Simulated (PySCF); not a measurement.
Symmetry of computed structures. The calculation used PBE0-D3(BJ)/def2-SVP geometry optimisation, gas phase in PySCF 2.14.0. The symmetry is that of the one conformer found, every atom within 0.08 Å of its image; none is proved a minimum here.

Problem. What symmetry has `[NH2:1][CH2:2][c:3]1[cH:4][cH:5][n:6][cH:7][cH:8]1` with H–N1–C2–C3 -58° and 58°, N1–C2–C3–C4 -88°?

Solution. Cs; asymmetric top; symmetry number 1; 2 operations, which sort the 16 atoms into 10 sets; dipole 1.27 D, in the ac plane, which is the mirror; A, B, C = 4819, 1468, 1229 MHz.

Problem. o-phenylenediamine (`Nc1ccccc1N`): symmetry, top, dipole?

Solution. C2; asymmetric top; symmetry number 2; 2 operations, which sort the 16 atoms into 8 sets; this conformer is chiral (no improper operation); dipole 1.73 D, along a, the twofold axis; A, B, C = 3364, 2215, 1341 MHz.

Problem. What symmetry has `[GeH3:1][O:2][BH:3][Br:4]` with Ge1–O2–B3–Br4 1°, H–Ge1–O2–B3 61° (nearest H)?

Solution. Cs; near-prolate asymmetric top; symmetry number 1; 2 operations, which sort the 8 atoms into 7 sets; dipole 2.25 D, in the ab plane, which is the mirror; A, B, C = 7689, 1026, 915.9 MHz.

Problem. What symmetry has `[CH:1]1=[CH:2][SiH2:3][CH:4]=[CH:5]1`?

Solution. C2v; asymmetric top; symmetry number 2; 4 operations, which sort the 11 atoms into 6 sets; dipole 0.58 D, along a, the twofold axis; A, B, C = 6690, 4923, 2933 MHz; heavy atoms equivalent by symmetry: C1/C5, C2/C4.
